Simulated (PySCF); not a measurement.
SeF₃, SMILES F[Se+](F)F, charge +1. The structure is a stationary point at TPSSh-D3(BJ)/def2-SVP. The multiplicity is an assumed one; other spin states were not compared. The isomer is the one that the SMILES or the coordinates give; other isomers of the formula were not compared.

Level of theory: TPSSh-D3(BJ)/def2-SVP (PySCF).

Harmonic wavenumbers (cm⁻¹): 264, 264, 337, 783, 783, 788. Rotational constants (GHz): 6.019, 6.019, 4.141; symmetry number 3.

**Question.** Work out the zero-point energy and the ideal-gas rigid-rotor harmonic-oscillator thermochemistry at 298.15 K and 1 atm.

**Answer.** ZPE = ½ Σ hcν = ½ × 3220 cm⁻¹ = 4.60 kcal/mol. H − E(el) = 7.95 kcal/mol. Entropy in cal/(mol K): translation 40.63, rotation 22.99, vibration 5.15, total 68.78. G − E(el) = -12.56 kcal/mol. Cp = 15.06 cal/(mol K).
